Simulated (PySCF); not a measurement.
Highest orbital energy against ionisation energy along the 4p block

Calculated with PySCF 2.14, no spin-orbit coupling. Each cell gives −ε(HOMO) / ΔSCF in eV; NIST values include spin-orbit coupling, (s) semi-empirical, (t) theoretical.

| species | UHF | LDA | PBE | PBE0 | r2SCAN | NIST (lowest levels) |
| --- | --- | --- | --- | --- | --- | --- |
| Ga²⁺ (aug-cc-pwCVTZ-PP with ECP10MDF, ECP) | 29.739 / 29.629 | 26.998 / 31.899 | 26.614 / 31.522 | 27.540 / 31.135 | 27.057 / 31.332 | 30.726 |
| Ge²⁺ (aug-cc-pwCVTZ-PP with ECP10MDF, ECP) | 32.443 / 32.190 | 29.595 / 34.787 | 29.167 / 34.326 | 30.212 / 33.973 | 29.543 / 34.055 | 34.058 |
| As²⁺ (aug-cc-pwCVTZ-PP with ECP10MDF, ECP) | 27.828 / 27.490 | 23.142 / 28.145 | 23.130 / 27.987 | 24.474 / 28.043 | 23.640 / 28.280 | 28.349 ± 0.012 |
| Se²⁺ (aug-cc-pwCVTZ-PP with ECP10MDF, ECP) | 31.452 / 30.994 | 26.231 / 31.641 | 26.208 / 31.465 | 27.708 / 31.551 | 26.773 / 31.786 | 31.697 ± 0.019 |
| Br²⁺ (aug-cc-pwCVTZ-PP with ECP10MDF, ECP) | 35.193 / 34.625 | 29.365 / 35.174 | 29.346 / 35.004 | 31.018 / 35.138 | 29.998 / 35.388 | 34.871 ± 0.019 |
| Kr²⁺ (aug-cc-pwCVTZ-PP with ECP10MDF, ECP) | 35.163 / 34.338 | 29.915 / 35.735 | 29.814 / 35.445 | 31.431 / 35.485 | 30.291 / 35.588 | 35.838 ± 0.02 |

Task: How far is −ε(HOMO) from ΔSCF on average for each method, and why?

Result: UHF 0.43 eV; LDA -5.36 eV; PBE -5.25 eV; PBE0 -3.82 eV; r2SCAN -4.85 eV. Hartree-Fock orbital energies lack relaxation and so exceed the ΔSCF value; semilocal functionals have convex E(N) from self-interaction, so their HOMO lies far too high; exact exchange moves hybrids part of the way back.
